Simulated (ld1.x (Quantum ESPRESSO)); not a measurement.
Scattering properties, RRKJ potential for Pd

* Element: Pd (Z = 46)
* Generator: ld1.x (Quantum ESPRESSO) 7.5
* Type: norm-conserving RRKJ (Kleinman–Bylander form)
* Functional: PBE
* Relativity: scalar-relativistic
* Frozen core: [Ar] 3d10
* Valence charge: 18
* Reference configuration: 4s2 4p6 4d10 5s0 5p0
* Partial waves: 4s (bound): rc 1.40 bohr; 4p (bound): rc 1.40 bohr; 4d (bound): rc 1.95 bohr
* Local potential: the d channel
* Core correction: none

The phase is arctan(r·u′/u) with u = r·R(r), unwrapped; energies in Ry, scanned from -8 to 5 Ry. A pole is an energy at which the radial function vanishes at the test radius. The pseudo phase is shifted by a multiple of π to meet the all-electron one at the reference energy, and phase errors are pseudo minus all-electron; the curves can meet again beyond the range given. Levels narrower than the energy grid can be missing from the lists of poles.

```json
{"channel": "s", "radius (bohr)": "2.15", "reference energy (Ry)": "-6.27", "poles, all-electron": "-6.20, 4.84", "poles, pseudo": "-6.20, 3.82", "unbroken range about the reference energy with phases within 0.05 rad": "below -0.2", "phase error 1 Ry above the reference energy (rad)": "+0.001"}
{"channel": "p", "radius (bohr)": "2.15", "reference energy (Ry)": "-3.76", "poles, all-electron": "-3.59", "poles, pseudo": "-3.59", "unbroken range about the reference energy with phases within 0.05 rad": "the whole range", "phase error 1 Ry above the reference energy (rad)": "+0.001"}
{"channel": "d", "radius (bohr)": "2.15", "reference energy (Ry)": "-0.30", "poles, all-electron": "0.42", "poles, pseudo": "0.43", "unbroken range about the reference energy with phases within 0.05 rad": "below 3.0", "phase error 1 Ry above the reference energy (rad)": "+0.004"}
```

Phases in the d channel:

| E (Ry) | all-electron | pseudo |
| --- | --- | --- |
| -8.00 | 1.407 | 1.407 |
| -7.52 | 1.402 | 1.402 |
| -7.04 | 1.396 | 1.397 |
| -6.56 | 1.390 | 1.390 |
| -6.08 | 1.383 | 1.383 |
| -5.60 | 1.375 | 1.375 |
| -5.12 | 1.365 | 1.366 |
| -4.64 | 1.355 | 1.355 |
| -4.16 | 1.341 | 1.342 |
| -3.68 | 1.326 | 1.327 |
| -3.20 | 1.305 | 1.306 |
| -2.72 | 1.278 | 1.280 |
| -2.24 | 1.239 | 1.241 |
| -1.76 | 1.176 | 1.178 |
| -1.28 | 1.048 | 1.051 |
| -0.80 | 0.630 | 0.634 |
| -0.32 | -0.897 | -0.897 |
| 0.16 | -1.467 | -1.465 |
| 0.64 | -1.630 | -1.626 |
| 1.12 | -1.718 | -1.712 |
| 1.60 | -1.789 | -1.779 |
| 2.08 | -1.861 | -1.846 |
| 2.56 | -1.951 | -1.925 |
| 3.04 | -2.083 | -2.035 |
| 3.52 | -2.312 | -2.213 |
| 4.00 | -2.764 | -2.545 |
| 4.48 | -3.471 | -3.148 |
| 4.96 | -4.000 | -3.783 |
